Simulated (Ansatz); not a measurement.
The first iterations of a band of GaH3 + H3P (8 atoms, charge 0, multiplicity 1).

All numbers below come from RKS PBE0/def2-SVP in Ansatz 0.2.0.

* movable images: 9
* climbing image: yes
* spring: 5.0 eV/Å²
* optimiser: quadratic models (default)
* start path: through a guess of the saddle point
* force threshold: 0.05 eV/Å
* iteration limit: 51
* end points: relaxed

Image 0:

```xyz
8
Properties=species:S:1:pos:R:3
Ga 0.024 0.113 0.094
H -0.079 0.765 1.522
H 1.429 -0.052 -0.589
H -1.288 -0.219 -0.705
P 0.193 -3.036 1.198
H -0.669 -2.799 0.085
H 1.373 -2.630 0.505
H -0.034 -1.750 1.793
```

Image 10:

```xyz
8
Properties=species:S:1:pos:R:3
Ga 0.105 -0.713 -0.097
H -0.091 0.648 1.901
H 1.408 0.144 -0.270
H -1.301 -0.170 -0.539
P 0.262 -2.858 0.792
H -0.616 -3.441 -0.171
H 1.457 -3.187 0.084
H -0.275 -0.032 2.202
```

| iteration | highest image above the first end (eV) | largest band force component (eV/Å) |
| --- | --- | --- |
| 1 | 2.109 | 4.899 |
| 2 | 1.301 | 1.935 |

Q: Does the band converge within its limit, and where does its top end?

A: The forces met the threshold. It ended after 8 iterations with the highest image 0.937 eV above the first end. A vibrational analysis at the climbing image gives one clearly imaginary mode, 1176i cm⁻¹: a first-order saddle point. The orbitals stay closed-shell, which can raise the energy where a bond breaks towards radicals; this wasn't checked here.

Time of the run: 3.7 min on 1 thread of Arm Neoverse V1, on a shared host, peak memory 0.16 GiB.
